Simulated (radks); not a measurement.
The numbers below are computed, except where a source is named.
Dispersion coefficients C6 (hartree bohr^6) between ground-configuration atoms and ions, from the Casimir-Polder integral (3/pi) of alpha_A(iw) alpha_B(iw). Code: a radial shooting solver on a logarithmic mesh with Libxc functionals. Model: scalar-relativistic Kohn-Sham, exchange-only LDA, spin-polarised, spherical densities, finite nucleus; open shells are filled with parallel spins first (spin-orbit coupling, left out, can overturn this in heavy ions); Fermi nuclear charge, rms radius of each element as measured or else 0.836 A^(1/3) + 0.57 fm. Response by self-consistent Sternheimer equations with the Hartree and adiabatic exchange-only LDA kernel, the relativistic mass of each level held fixed and spin-orbit coupling left out. For heavy and open-shell atoms this level of theory can miss by tens of per cent.

C6      Be+    Ag+   Eu2+    As+     Pb     In    In+
Be+   56.96
Ag+   49.19  68.87
Eu2+  42.32  61.79  55.89
As+   68.81  83.06  73.02  106.1
Pb    227.2  223.3  194.7  299.0  934.2
In    233.0  213.8  185.9  291.0  942.8  964.3
In+   87.46  102.6  90.44  131.0  376.8  369.2  162.8

Static polarisabilities (bohr^3): Be+ ([He] 2s1) 21.36, Ag+ ([Kr] 4d10) 11.39, Eu2+ ([Xe] 4f7) 10.21, As+ ([Ar] 3d10 4s2 4p2) 17.28, Pb ([Hg] 6p2) 79.14, In ([Kr] 4d10 5s2 5p1) 94.14, In+ ([Kr] 4d10 5s2) 23.59. The combination rule 2 Ca Cb / ((alpha_b/alpha_a) Ca + (alpha_a/alpha_b) Cb) gives 287.4 for Pb-As+, against 299.0 from the integral.
